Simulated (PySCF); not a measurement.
Vertical excitations of a molecule C2H4BF2N from TDDFT-PBE/def2-SVPD (PySCF), as energy in eV (oscillator strength): 3.51 (0.001), 6.06 (0.056), 6.10 (0.000), 6.35 (0.273), 6.70 (0.029), 6.97 (0.001), 6.98 (0.000), 7.49 (0.144), 7.72 (0.001), 7.92 (0.001). Lowest triplet (TDA): 2.77 eV. Coordinates come from a B3LYP-D3(BJ)/def2-SVP optimisation. The values are those of a single conformer.

Q: Which molecule gave these data?
A. C=C(F)B(N)F
B. NB(F)/C=C\F
C. C/N=C/B(F)F
D. CC#N.FBF

A: C, C/N=C/B(F)F
